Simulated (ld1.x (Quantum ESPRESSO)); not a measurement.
# Transferability test, ultrasoft potential for thallium

```
Element                 : thallium
Generator               : ld1.x (Quantum ESPRESSO) 7.5
Type                    : ultrasoft
Functional              : LDA (PZ)
Relativity              : fully relativistic
Frozen core             : [Xe] 4f14 5d10
Valence charge          : 3
Reference configuration : 6s2 6p1
Partial waves           : 6s (bound): rcut 1.95, rcutus 2.35 bohr; 6s channel at 0.4 Ry: rcut 1.95, rcutus 2.35 bohr; 6p (bound): rcut 2.05, rcutus 2.60 bohr; 6p channel at 1.5 Ry: rcut 2.05, rcutus 2.60 bohr
Local potential         : all-electron potential smoothed inside 1.90 bohr (lloc = -2)
Core correction         : a·sin(br)/r model core inside 1.55 bohr
Augmentation charge     : built from norm-conserving waves at rcut, not smoothed further
```

Open shells are filled in proportion to 2j + 1 (rel_dist='average').

Energies are relative to the spin-unpolarised reference configuration 6s2 6p1; without spin polarisation the order of configurations can differ from experiment.

Q: Give the all-electron excitation energy and the error of the potential for: 6s2 6p0; 6s1 6p0; 6s2 6p0.5; 6s1 6p1; 6s0 6p3; 6s1 6p2; 6s2 6p1.3.

A:

| valence configuration | charge | ΔE all-electron (eV) | error AE − PS (meV) |
| --- | --- | --- | --- |
| 6s2 6p0 | +1 | 5.517 | -32 |
| 6s1 6p0 | +2 | 26.719 | -405 |
| 6s2 6p0.5 | +0.5 | 2.018 | -5.2 |
| 6s1 6p1 | +1 | 13.762 | -128 |
| 6s0 6p3 | 0 | 15.126 | -160 |
| 6s1 6p2 | 0 | 7.359 | -41 |
| 6s2 6p1.3 | -0.3 | -0.577 | -1.0 |

Levels in the configuration 6s1 6p1:

```csv
level,all-electron (eV),pseudo (eV)
6s j=1/2,-17.920,-18.211
6p j=1/2,-10.612,-10.797
6p j=3/2,-8.997,-9.137
```
